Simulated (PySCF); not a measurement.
C2F3O, SMILES [C](C(F)(F)F)=O, multiplicity 2.

The structure is a stationary point at r2SCAN-D4/def2-SVP. The isomer is the one that the SMILES or the coordinates give; other isomers of the formula were not compared.

Level of theory: TDA-ωB97X/def2-SVPD (PySCF).

Vertical excitations. Gas-phase values at a fixed geometry.

Computed lowest excited states:
```
state    energy (eV)  λ (nm)      f                                                                                           main pairs
-------  -----------  ------  -----  ---------------------------------------------------------------------------------------------------
root 1          2.46     503  0.002                                                                                     α HOMO→LUMO 98 %
root 2          6.07     204  0.025                                              α HOMO−3→LUMO 12 %, α HOMO−5→LUMO 6 %, β HOMO→LUMO 74 %
root 3          6.71     185  0.004                         α HOMO−1→LUMO 6 %, β HOMO−3→LUMO 46 %, β HOMO→LUMO+1 26 %, β HOMO−5→LUMO 9 %
root 4          7.04     176  0.003  α HOMO−3→LUMO 25 %, α HOMO−5→LUMO 10 %, β HOMO−3→LUMO+1 39 %, β HOMO−5→LUMO+1 10 %, β HOMO→LUMO 9 %
root 5          7.07     175  0.000                                                               β HOMO→LUMO+1 56 %, β HOMO−3→LUMO 28 %
root 6          7.61     163  0.013                                           α HOMO→LUMO+1 49 %, α HOMO→LUMO+2 24 %, β HOMO−2→LUMO 12 %
root 7          7.77     160  0.006                                             α HOMO→LUMO+1 7 %, α HOMO→LUMO+2 6 %, β HOMO−2→LUMO 68 %
root 8          8.27     150  0.006                      α HOMO−1→LUMO 57 %, α HOMO−6→LUMO 14 %, β HOMO−2→LUMO+1 12 %, β HOMO→LUMO+1 6 %
root 9          8.78     141  0.000                                         α HOMO−4→LUMO 28 %, α HOMO−6→LUMO 15 %, β HOMO−2→LUMO+1 35 %
root 10         8.84     140  0.000                                                                                   β HOMO−1→LUMO 93 %
```
Unrestricted roots are not spin-pure.
